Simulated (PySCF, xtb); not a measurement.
C₂H₇NOSi₂, SMILES CC1=N[SiH2]O[SiH2]1.

GFN2-xTB (xtb) at its own geometry gives an orbital gap of 2.30 eV and a dipole moment of 1.85 D.

Geometry optimised at B3LYP-D3(BJ)/def2-SVP. This is a generated structure with no PubChem entry under its InChIKey; it may be hypothetical.

Question: What does PBE/def2-TZVP (PySCF) give? (The exact figures need the calculation; the answer reports its results.)

Answer: gap 3.49 eV (levels -5.62 and -2.13 eV), dipole 1.53 D.
